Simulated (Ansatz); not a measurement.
Basis sets compared for the cluster Zn₇Se₆I₂ (the lowest singlet isomer of a short search). The state is a singlet with charge 0. Geometry r2SCAN-D4/def2-SVP. Ansatz on 2 threads of AMD EPYC 7R13 on a shared host and a share (18 GiB) of an NVIDIA H100 80GB HBM3; times are rough, and most runs start from earlier orbitals.

Cartesian coordinates in Å:
```
Zn -2.6783 1.9790 0.3115
Zn -3.0199 -0.4670 -1.4372
Zn -1.0277 -0.7083 0.5958
Zn 2.6337 -0.0839 0.9630
Zn 0.3661 -1.7935 -1.7095
Zn 0.0089 1.9049 1.4922
Zn 3.2173 -2.3809 -0.9168
Se 2.0392 -2.9499 -2.7778
Se 0.8195 0.4518 -0.5827
Se -1.9747 0.6669 2.2605
Se -1.8710 -2.4216 -0.9082
Se 4.1739 -1.7806 1.0574
Se -3.9043 1.5879 -1.6342
I -1.0860 4.1225 0.5384
I 2.3029 1.8726 2.7475
```

In the def2 sets I takes a core potential, while STO-3G treats all electrons; there is no spin–orbit coupling. Single mean-field runs in def2-SVP, def2-TZVP are fitted with def2-universal-jkfit. The structure comes from a short search, and lower isomers may exist.

STO-3G and 6-31G are all-electron sets without relativity, so their totals don't compare with the def2 sets.

Binding counts from free atoms (Zn singlet, Se triplet, I doublet) in the same basis, without a counterpoise term.

| level | functions | energy (Eh) | HOMO (eV) | LUMO (eV) | binding per atom (eV) | wall time |
| --- | --- | --- | --- | --- | --- | --- |
| HF/STO-3G | 288 | -40243.9131 | -2.94 | 1.31 | – | 43 s |
| HF/def2-SVP | 461 | -27434.2303 | -8.89 | 0.36 | 1.49 | 19 s |
| PBE-D4/def2-SVP (with forces) | 461 | -27453.6317 | -5.41 | -2.90 | 2.47 | 27 s |
| PBE0-D4/def2-SVP | 461 | -27454.3469 | -6.53 | -2.29 | 2.44 | 24 s |

Question: Estimate the rows for PBE-D4/def2-TZVP, PBE0-D4/def2-TZVP.

Answer: 
```
            level  functions  energy (Eh)  HOMO (eV)  LUMO (eV)  binding per atom (eV)  wall time
 PBE-D4/def2-TZVP        724  -27457.2507      -5.66      -3.19                   2.29       26 s
PBE0-D4/def2-TZVP        724  -27457.9006      -6.70      -2.57                   2.31       33 s
```
